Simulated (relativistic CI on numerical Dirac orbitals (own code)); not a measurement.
**Spin-allowed bands of a d2 ion in a tetrahedral site, by hand**

Problem. Take Δ = 3080 cm⁻¹ and B = 670 cm⁻¹ for a d2 ion in a tetrahedral site. Calculate the three spin-allowed bands.

Working.
1. The terms of highest spin are 3F (energy 0) and 3P (15B = 10050 cm⁻¹). Here the F term splits into A2 at −1.2Δ = -3696, T2 at −0.2Δ = -616 and T1 at +0.6Δ = 1848 cm⁻¹.
2. The two T1 states mix through the element 0.4Δ: H = [[1848, 1232], [1232, 10050]], with roots ½(H₁₁ + H₂₂) ∓ ½√[(H₂₂ − H₁₁)² + 4H₁₂²] = ½(11898) ∓ ½(8564) = 1667 and 10231 cm⁻¹.
3. The ground term is 3A2 at -3696 cm⁻¹.
4. Bands: 3T2 3080 cm⁻¹ (3247 nm), 3T1(F) 5363 cm⁻¹ (1865 nm), 3T1(P) 13927 cm⁻¹ (718 nm).

Check. Exact diagonalisation of the whole d2 shell with these parameters gives 3T2 3080, 3T1 5363, 3T1 13927 cm⁻¹. The match is exact, since without spin-orbit coupling no other term has this spin. The ratio of the second band to the first, 1.741, depends on Δ/B = 4.6 alone, which is how a Tanabe-Sugano diagram is read.
